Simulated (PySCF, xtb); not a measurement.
C₃H₆FNSi, SMILES N#CCC[SiH2]F.

GFN2-xTB run with xtb at its own geometry gives an orbital gap of 5.66 eV and a dipole moment of 3.14 D.

Geometry: B3LYP-D3(BJ)/def2-SVP. This is a generated structure with no PubChem entry under its InChIKey; it may be hypothetical. The values are those of a single conformer.

Problem. What does PBE/def2-TZVP run with PySCF give? (Estimate from the structure and the level; the computed values follow.)

Solution. gap 6.64 eV (levels -7.82 and -1.18 eV), dipole 3.40 D.
